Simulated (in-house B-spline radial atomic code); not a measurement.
Zr⁷⁺. Computed with a B-spline radial atomic code. Model: all-electron spherical atom, spin shells full or empty, radial basis limit, no spin-orbit coupling, Breit or QED, empty-state partial waves extrapolated as (l+1/2)^-4, RPA, G0W0 and static COHSEX of the highest shell as one setting changes (uncorrelated shells keep exact exchange).

Given: element Zr; charge 7; filled core Ar; hamiltonian one-electron scalar X2C; mean-field start r2SCAN; highest l of empty states 9; nuclear rms radius 4.2694 fm; highest mean-field shell 4p up.

Shell: 3d 5 5, 4s 1 1, 4p 3 0 (electrons up and down).

| lowest nl shells left uncorrelated | RPA correlation energy (hartree) | G0W0 level (eV) | G0W0 minus most complete (meV) | COHSEX level (eV) | linearised minus solved G0W0 (meV) |
| --- | --- | --- | --- | --- | --- |
| 0 | -2.4912 | -135.48 | 0 | -138.03 | -8.9 |
| 1 | ? | ? | ? | ? | ? |
| 2 | -2.1466 | -135.47 | 3.4 | -138.03 | -8.8 |
| 3 | -1.6259 | -135.46 | 18.8 | -138 | -8.8 |
| 4 | ? | ? | ? | ? | ? |
| 5 | -0.94463 | -135.54 | -67.3 | -138.12 | -9.1 |
| 6 | -0.22066 | -135.16 | 320.6 | -137.42 | -8.7 |
| 7 | -0.079446 | -135.59 | -111.2 | -137.23 | 1.4 |

What follows for lowest nl shells left uncorrelated = 1?

RPA correlation energy -2.3307 hartree; G0W0 level -135.47 eV; G0W0 minus most complete 2.2 meV; COHSEX level -138.03 eV; linearised minus solved G0W0 -8.8 meV.

What follows for lowest nl shells left uncorrelated = 4?

RPA correlation energy -1.4521 hartree; G0W0 level -135.47 eV; G0W0 minus most complete 10.5 meV; COHSEX level -138 eV; linearised minus solved G0W0 -8.8 meV.
